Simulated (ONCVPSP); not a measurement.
## Al (Z = 13): one change to an ONCV potential, before and after

```json
{
  "Element": "Al (Z = 13)",
  "Generator": "ONCVPSP 4.0.1",
  "Type": "optimised norm-conserving Vanderbilt (ONCV)",
  "Functional": "PBE",
  "Relativity": "scalar-relativistic",
  "Frozen core": "[Ne]",
  "Valence charge": "3",
  "Reference configuration": "3s2 3p1",
  "Partial waves": "3s: rc 1.95 bohr, ncon 4, nbas 7, qcut 4.1 1/bohr, 2 projectors, debl 3.2 Ha; 3p: rc 1.85 bohr, ncon 4, nbas 7, qcut 4.1 1/bohr, 1 projector",
  "Local potential": "polynomial inside 1.80 bohr (lpopt 5, dvloc0 -1 Ha)",
  "Core correction": "Teter function, fcfact 5.75, rcfact 1.15"
}
```

All-electron outer shells of the reference configuration (PBE, scalar-relativistic, ld1.x):

```
shell  level (eV)  outermost node (bohr)  outermost maximum (bohr)
   2s     -108.17                   0.16                      0.50
   2p      -69.64                      –                      0.43
   3s       -7.75                   0.80                      2.09
   3p       -2.71                   0.82                      2.64
```

Change: p: qcut 6.1.

Cutoffs: the cutoffs (Ha) at which the residual kinetic energy of the hardest occupied pseudo-wave falls to 1 and 0.1 mHa per electron; they do not see the model core or the augmentation charge, which bear on the density cutoff. Errors are all-electron minus pseudo energies relative to the spin-unpolarised reference configuration.

**Question.** What does the change do?

**Answer.** The potential gets harder (5.9 Ha and 10 Ha → 5.9 Ha and 14 Ha); the errors of the 4 common tests hardly move; neither file shows a bound ghost. The waves are optimised to have the least kinetic energy above qcut, so the cutoff follows it (qcut²/2 in Ha).

```csv
quantity,base,changed
"cutoff, loose",5.9 Ha,5.9 Ha
"cutoff, tight",10 Ha,14 Ha
loose cutoff by channel,"s 5.9 Ha, p 2.1 Ha","s 5.9 Ha, p 2.8 Ha"
bound ghosts,none,none
GHOST(+) flags under 300 eV,s at 147.9 eV,s at 147.9 eV
"error for 3s2 3p0, meV [ΔE 5.76 eV]",-1.1,-1.1
"error for 3s1 3p0, meV [ΔE 24.99 eV]",+33,+32
"error for 3s2 3p0.5, meV [ΔE 2.09 eV]",-0.2,-0.2
"error for 3s1 3p1, meV [ΔE 11.57 eV]",+11,+12
s: phases at 1.99 bohr within 0.05 rad from the reference energy up to (Ha; the scan ends near 5),3.8,3.8
p: phases at 1.88 bohr within 0.05 rad from the reference energy up to (Ha; the scan ends near 5),1.2,1.1
"rms error of d²Exc/dni dnj with the model core, mHa",1.23,1.22
```
